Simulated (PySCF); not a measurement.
Species: C₆H₁₁N₂ (doublet state).
SMILES with atom numbers: `[CH:1]1[CH2:2][N:3]2[CH2:4][CH2:5][N:6]1[CH2:7][CH2:8]2` (hydrogens: H9 on C1; H10, H11 on C2; H12, H13 on C4; H14, H15 on C5; H16, H17 on C7; H18, H19 on C8)

Cartesian coordinates in Å at the GFN2-xTB level; atoms count from 1:
```xyz
19
C6H11N2 angstrom
C     -0.2963   -0.6574    1.4625
C     -1.0841   -1.1919    0.3035
N     -0.5168   -0.5896   -0.9124
C     -0.8847    0.8152   -0.9336
C     -0.4564    1.4464    0.4188
N      0.4095    0.5164    1.1267
C      1.5333    0.1575    0.2643
C      0.9381   -0.6876   -0.9022
H      0.2934   -1.3510    2.0481
H     -0.9979   -2.2807    0.2427
H     -2.1513   -0.9432    0.3219
H     -0.3804    1.2931   -1.7759
H     -1.9635    0.8921   -1.0845
H      0.0877    2.3817    0.2682
H     -1.3220    1.6417    1.0530
H      2.2531   -0.4241    0.8433
H      2.0213    1.0691   -0.0905
H      1.2006   -1.7417   -0.7924
H      1.3067   -0.3369   -1.8687
```

The hyperfine couplings belong to this conformer and change with its torsions.

Method: UKS B3LYP, pcH-1 on C H N, non-relativistic, mean-field spin-orbit, GIAO in PySCF. Geometry: GFN2-xTB; no solvent, vibrations or thermal averaging. A GFN2-xTB geometry isn't a minimum of the functional, and hyperfine couplings can be far from their values at a DFT geometry. The SCF solution wasn't tested for stability.

Question: Give the principal g shifts and their parts.

Answer: 
| Δg (ppm) | 1 | 2 | 3 |
| --- | --- | --- | --- |
| relativistic mass correction | -171 | -171 | -171 |
| gauge correction | 15 | 33 | -10 |
| orbital Zeeman/spin–orbit | -36 | 728 | 1374 |
| total | -192 | 590 | 1193 |

So g = 2.00213, 2.00291, 2.00351 and g_iso = 2.00285; the tensor is rhombic: the two nearest values differ by 44 % of g3 − g1. Axes: g3 points within 14° of the C1–H9 bond.

Question: Average each term over the three axes. Which is largest in size?

Answer: The orbital-Zeeman/spin–orbit term 689, the mass correction -171 and the gauge correction 12 ppm, for a total of 530 ppm. The orbital-Zeeman/spin–orbit term is the largest in size. The mass correction is the same along every axis, so the anisotropy comes from the other two: their spans along these axes are 44 (gauge) and 1409 ppm (orbital Zeeman/spin–orbit).

Question: At 9.57 GHz, how far is the centre of the isotropic spectrum from where a free electron (g = 2.002319) resonates?

Answer: B = hν/(g μB) with μB/h = 13.99624 MHz/mT gives 341.48 mT for the free electron and 341.39 mT at g_iso, 0.09 mT lower.

Question: What effective moment and Curie constant follow for a powder?

Answer: With the mean of g² = 4.0114 and S(S+1) = 0.75: μ_eff = √(⟨g²⟩S(S+1)) = 1.735 μB and χT = 0.12505·⟨g²⟩·S(S+1) = 0.376 cm³ K/mol (cgs; spin-Hamiltonian part alone).

Question: In a frozen sample, at which fields do the three g values resonate at 9.5, 34, 94 and 263 GHz (hyperfine left aside), and which band first spreads them over more than twice a line width of 1.0 mT?

Answer: 
```
band    GHz  B(g3) mT  B(g2) mT  B(g1) mT  spread mT
   X    9.5    338.78    338.88    339.02       0.23
   Q   34.0   1212.48   1212.85   1213.32       0.84
   W   94.0   3352.16   3353.17   3354.48       2.32
   J  263.0   9378.91   9381.73   9385.39       6.48
```

The spread grows in proportion to the frequency. W band is the first where it exceeds 2.0 mT.

The largest Mulliken spin population is on C1 (+0.88). The angles at C1 add up to 343.4°, so it is pyramidal.

The HOMO–LUMO gaps are 5.59 eV among the α and 4.21 eV among the β orbitals.
